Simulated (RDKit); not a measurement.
Input file for RDKit: MMFF94 on SO2 (SMILES O=S=O).

```python
from rdkit import Chem
from rdkit.Chem import AllChem, rdDetermineBonds

blocks = [
'''3

O    -0.22253875    0.94552818    3.55411665
S     0.63944537   -0.14474379    3.16197660
O     0.12809542   -1.48524251    3.32621165
''',
]
mol = None
for b in blocks:
    f = Chem.MolFromXYZBlock(b)
    rdDetermineBonds.DetermineBonds(f, charge=0)
    mol = f if mol is None else Chem.CombineMols(mol, f)
Chem.SanitizeMol(mol)
print(Chem.MolToSmiles(Chem.RemoveHs(mol)))
ff = AllChem.MMFFGetMoleculeForceField(mol, AllChem.MMFFGetMoleculeProperties(mol), nonBondedThresh=100.0, ignoreInterfragInteractions=False)
e = ff.CalcEnergy()
print(f'MMFF94 energy {e:.6f} kcal/mol')
```

The log:

```
O=[S+][O-]
MMFF94 energy 47.742627 kcal/mol
```

The run finished.

Cost: about 0.05 core-seconds (a rough figure).
